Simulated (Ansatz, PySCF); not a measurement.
This PySCF input computes a PBE/def2-TZVPD energy:

```python
from pyscf import gto, scf, dft

mol = gto.M(
    atom='''
    O     1.42178023   -0.15785977   -0.27437465
    S     0.12557724   -0.00871813    0.29948988
    F    -0.61887949    1.23295668   -0.16291058
    F    -0.86817359   -1.07713799   -0.12562729
    ''',
    basis='def2-tzvpd',
    charge=1,
    spin=1,
    verbose=4,
)

mf = dft.UKS(mol, xc='pbe').density_fit(auxbasis='def2-universal-jkfit')
mf.grids.level = 3
mf.conv_tol = 1e-9
mf.max_cycle = 100
mf.max_memory = 1500
mf.kernel()
if not mf.converged:
    mf = mf.newton()
    mf.kernel(mf.make_rdm1())
for _ in range(2):
    mo, _, stable, _ = mf.stability(return_status=True)
    if stable:
        break
    mf.kernel(mf.make_rdm1(mo, mf.mo_occ))
mf.analyze()
```

### Question
Write an input for the same energy in Ansatz (a quantum-chemistry and plane-wave program) and say what it gives.

### Answer

Ansatz 0.2 input:
```yaml
crystal:
  periodic: [false, false, false]
  atoms:
    - {symbol: O, position_ang: [1.42178023, -0.15785977, -0.27437465]}
    - {symbol: S, position_ang: [0.12557724, -0.00871813, 0.29948988]}
    - {symbol: F, position_ang: [-0.61887949, 1.23295668, -0.16291058]}
    - {symbol: F, position_ang: [-0.86817359, -1.07713799, -0.12562729]}
basis:
  gaussian:
    orbitals: def2-TZVPD
hamiltonian:
  xc: {name: PBE}
total_charge: 1
magnetization: {spin_polarized: true, initial_magnetization: 1}
output: {forces: true}
```
It gives -672.38443 Eh, and PySCF -672.38449 Eh, a difference of 0.06 mEh, from the treatment of integrals and grids.
